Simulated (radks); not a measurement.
The numbers below are computed, except where a source is named.
Task: These are the eigenvalues of the occupied orbitals of an atom or ion with whole-number occupations (Ry). Level of theory: non-relativistic Kohn-Sham, exchange-only PBE, spin-polarised, spherical densities, point nucleus (a radial shooting solver on a logarithmic mesh with Libxc functionals).

| orbital | eigenvalue |
|---|---|
| 1s down | -5094.631 |
| 1s up | -5094.630 |
| 2s up | -848.1586 |
| 2s down | -848.1270 |
| 2p up | -814.6322 |
| 2p down | -814.6084 |
| 3s up | -199.2676 |
| 3s down | -199.2560 |
| 3p up | -183.5679 |
| 3p down | -183.5559 |
| 3d up | -154.2924 |
| 3d down | -154.2716 |
| 4s up | -43.96935 |
| 4s down | -43.94477 |
| 4p up | -37.28173 |
| 4p down | -37.25533 |
| 4d up | -25.02959 |
| 4d down | -24.99694 |
| 5s up | -9.16334 |
| 5s down | -8.87832 |
| 4f up | -8.76712 |
| 4f down | -8.71769 |
| 5p up | -7.08875 |
| 5p down | -6.77789 |
| 5d up | -3.83412 |

Which element is it, and in what charge state? The configuration may be excited. Open shells, if any, are filled with parallel spins first.

Result: Z = 77, iridium, charge +4: Ir4+ in [Xe] 4f14 5d5. The list shows which subshells hold electrons but not how many an open one holds; the 1s level, -2547.3 hartree, gives Z - s = 71.4 by -(Z - s)^2/2, which with screening narrows Z to a few neighbours, and the depths of the outer levels then fix element, charge and occupations together.
